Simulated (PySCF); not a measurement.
Gas-phase equilibrium of 1 mol N2O, 3.5 mol N2 at 1400 K and 0.00133 bar, among 8 species (O2, N2, O, NO, O3, N, N2O, NO2). Only gases are allowed; each row takes one source of thermochemistry for all species, and Cantera finds the minimum.

Computed with PySCF and rigid-rotor harmonic-oscillator thermochemistry at 1 bar. The comparison is the NASA 1993 polynomial table, which mixes measured and estimated data. † marks an energy on the PBE0/def2-TZVP geometry and frequencies; other levels use their own. CCSD(T) freezes the core. 6-31G* has spherical d functions here. Open shells (unrestricted) among the columns below: O2 (multiplicity 3), O (multiplicity 3, electronic degeneracy 9), NO (multiplicity 2, electronic degeneracy 4), NO2 (multiplicity 2); the rest are closed-shell singlets. Spin-orbit splitting is ignored; it lowers the true energy and changes the entropy of O, NO. B3LYP is the form with VWN-RPA correlation. CCSD(T) isn't extrapolated to the basis-set limit. The harmonic model lacks anharmonicity and excited electronic states, which grow with temperature; levels with a mode under 35 cm⁻¹ are left out.

Molecules larger than those listed are left out. Table species left out: NO3.

Mole fractions:

| thermochemistry | x N2 | x O2 | x NO | x O | x NO2 |
|---|---|---|---|---|---|
| table | 0.90 | 0.100 | 0.00053 | 8.2e-6 | 1.0e-7 |
| B3LYP/6-31G* | 0.90 | 0.100 | 0.00075 | 4.6e-6 | 2.0e-7 |
| B3LYP/def2-TZVP† | 0.90 | 0.100 | 0.00063 | 5.2e-6 | 1.6e-7 |
| CCSD(T)/def2-SVP† | 0.90 | 0.100 | 0.00076 | 8.0e-5 | 2.8e-8 |
| CCSD(T)/def2-TZVPP† | 0.90 | 0.100 | 0.00057 | 3.2e-5 | 4.0e-8 |
| PBE0/def2-QZVP† | 0.90 | 0.100 | 0.00064 | 4.6e-6 | 4.4e-7 |
| PBE0/def2-TZVP | 0.90 | 0.100 | 0.00062 | 4.4e-6 | 4.1e-7 |
The most sensitive of these is O: it spans a factor of 10^1.3 over these rows; at this temperature one factor of ten is RT ln 10 = 27 kJ/mol.
